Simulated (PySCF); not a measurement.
These compounds are isomers of formula C7H10O2Si.

A. `O=C/C(=C/C(=C)C)[SiH2]C=O`
B. `O=C/C(=C\C(=C)C)[SiH2]C=O`
C. `c1cc(CO)ccc1[SiH2]O`
D. `CC#C[Si@@]1(C)C[C@H]1C(=O)O`
E. SMILES C=CC#CC(=O)[C@@H]([SiH3])OC

Spectrum 1. $^{1}$H NMR (400 MHz, computed): δ 12.24 (t, 1H), 10.03 (s, 1H), 7.72 (s, 1H), 5.81 (br s, 1H), 5.42 (br s, 1H), 4.30 (d, 2H), 2.07 (s, 3H). $^{13}$C{$^{1}$H} NMR (computed): δ 236.4 (CH), 198.8 (CH), 167.0 (CH), 151.5 (C), 148.2 (C), 133.8 (CH2), 25.0 (CH3).

Spectrum 2. $^{1}$H NMR (400 MHz, computed): δ 7.97 (d, 2H), 7.75 (d, 2H), 5.41 (s, 2H), 4.82 (s, 2H), 1.16 (br s, 1H), 0.28 (br s, 1H). $^{13}$C{$^{1}$H} NMR (computed): δ 150.0 (C), 142.1 (C), 141.1 (CH), 134.3 (CH), 72.2 (CH2).

Spectrum 3. $^{1}$H NMR (400 MHz, computed): δ 6.59 (m, 1H), 6.37 (m, 1H), 6.32 (m, 1H), 3.94 (m, 3H), 3.90 (m, 1H), 3.65 (s, 3H). $^{13}$C{$^{1}$H} NMR (computed): δ 195.6 (C), 146.1 (CH2), 124.3 (CH), 100.5 (C), 94.7 (C), 86.9 (CH), 62.5 (CH3).

Spectrum 4. $^{1}$H NMR (400 MHz, computed): δ 5.64 (br s, 1H), 2.06 (s, 3H), 1.97 (m, 1H), 1.67 (m, 1H), 0.92 (m, 1H), 0.41 (s, 3H). $^{13}$C{$^{1}$H} NMR (computed): δ 179.8 (C), 113.4 (C), 78.9 (C), 18.4 (CH), 9.7 (CH2), 5.9 (CH3), -4.3 (CH3).

Spectrum 5. $^{1}$H NMR (400 MHz, computed): δ 12.13 (t, 1H), 9.54 (s, 1H), 7.68 (s, 1H), 6.11 (m, 1H), 6.00 (m, 1H), 4.55 (d, 2H), 2.20 (s, 3H). $^{13}$C{$^{1}$H} NMR (computed): δ 233.4 (CH), 205.0 (CH), 175.2 (CH), 152.4 (C), 146.0 (C), 141.0 (CH2), 24.9 (CH3).

PySCF 2.14 calculation with structure optimised with GFN2-xTB and σ from GIAO-PBE0/pcSseg-1; no relativistic terms, rapidly exchanging positions averaged, in vacuum, one conformer.

Referencing at the same level of theory: $^{1}$H (σ = 31.72 ppm) and $^{13}$C (σ = 186.93 ppm) against TMS. Where no couplings were computed, multiplicities follow the n + 1 count of equivalent neighbours, and m marks all less simple cases (inequivalent or close neighbours, rings, F or P nearby). Acid and N–H amide carbonyl carbons lie up to 10 ppm further downfield in solution (hydrogen bonding). Shifts are as computed. Against solution values, carbons near 30 ppm lie about +3 ppm off and those near 130 ppm about +5 ppm. Of 1309 compounds with measured shifts, 239 miss one by over three times the rms of a fit or turn the order of signals round; such compounds aren't used in these exercises. OH and NH positions are gas-phase values without hydrogen bonding to other molecules.

Task: Match each spectrum to its structure.

Result: 1–B, 2–C, 3–E, 4–D, 5–A.

- Spectrum 1 (B): 7 $^{13}$C signals; δC 198.8 is an aldehyde carbonyl carbon; δC 167.0 is a β carbon of a C=C–C=O unit.
- Spectrum 2 (C): 5 $^{13}$C signals; δC 134.3 is an aromatic CH; δC 72.2 is an sp3 CH2 bonded to O, on an aromatic ring.
- Spectrum 3 (E): 7 $^{13}$C signals; δC 146.1 is a terminal =CH2 carbon; δC 124.3 is an alkene CH.
- Spectrum 4 (D): 7 $^{13}$C signals; δC 179.8 is a carboxylic acid carbon; δC 78.9 is an alkyne carbon.
- Spectrum 5 (A): 7 $^{13}$C signals; δC 205.0 is an aldehyde carbonyl carbon; δC 175.2 is a β carbon of a C=C–C=O unit.
